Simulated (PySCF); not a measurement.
**Rotational lines of TlCd⁺**

Lines J+1 ← J of the vibrational ground state, computed from RHF-CCSD(T) constants of TlCd⁺, ¹Σ⁺ (singlet), closed shell (basis Tl def2-SVP with ECP60, Cd def2-SVP with ECP28; scalar-relativistic core potentials; PySCF 2.14; masses 204.9744 and 113.9034 u), in MHz:

```json
{"J": "0", "ν (MHz)": "1253.3"}
{"J": "1", "ν (MHz)": "2506.6"}
{"J": "2", "ν (MHz)": "3759.8"}
{"J": "3", "ν (MHz)": "5013.1"}
{"J": "4", "ν (MHz)": "6266.3"}
```

Q: Find B0 and the effective bond length r0; with αe = 0.000121 cm⁻¹, find Re.

A: ν = 2B0(J+1) − 4D(J+1)³ gives B0 = 0.020902 cm⁻¹. With the reduced mass μred = 73.217 u, r0 = √(16.8576/(μred·B0)) (u, cm⁻¹, Å) = 3.3189 Å. Be = B0 + αe/2 = 0.020963 cm⁻¹ gives Re = 3.314 Å.

Correlated steps freeze 4 core orbitals. Spin–orbit coupling is left out.
